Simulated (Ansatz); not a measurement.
**Ligand exchange: AlH(CH3)I + C2H3FI2 → Al(CH3)I2 + C2H4FI**

Species: AlH(CH3)I, singlet; C2H3FI2 `FC(I)CI`, singlet; Al(CH3)I2, singlet; C2H4FI (1-fluoro-2-iodoethane) `FCCI`, singlet. The partners trade H for I: Al–H and C–I bonds give way to Al–I and C–H.

Shapes, held fixed at every level: PBE0-D4/def2-TZVP. Flexible molecules stand in one conformer, not always the lowest. Programs: Ansatz 0.2.0. Electronic energies: no zero-point or thermal term.

| level | kind | ΔE (kJ/mol) | less CCSD(T)/def2-TZVPP | CPU time (sum over the molecules) |
| --- | --- | --- | --- | --- |
| PBE-D4/def2-TZVPP | GGA | -192.4 | +11.9 | 31 s |
| B3LYP-D4/def2-TZVPP | global hybrid | -197.9 | +6.4 | 53 s |
| BHLYP-D4/def2-TZVPP | global hybrid | -213.7 | -9.4 | 46 s |
| wB97X-V/def2-TZVPP | range-separated hybrid | -204.8 | -0.5 | 91 s |
| B2PLYP/def2-TZVPP | double hybrid | -204.3 | 0.0 | 63 s |
| CCSD(T)/def2-SVP | coupled cluster or CI | -208.2 | -3.9 | 91 s |
| CCSD/def2-TZVPP | coupled cluster or CI | -208.9 | -4.6 | – |
| CCSD(T)/def2-TZVPP | coupled cluster or CI | -204.3 | 0.0 | 37 min |

The highest level, CCSD(T)/def2-TZVPP, gives ΔE = -204.3 kJ/mol; the levels span -213.7 to -192.4. The column of differences is taken from that level and isn't an error. No measured value is set beside it here. For atoms past krypton def2 sets carry core potentials with scalar relativity. Outer-core shells of I are correlated, in sets that cover them unevenly. Times are processor times on shared x86 and Arm servers, and rough.
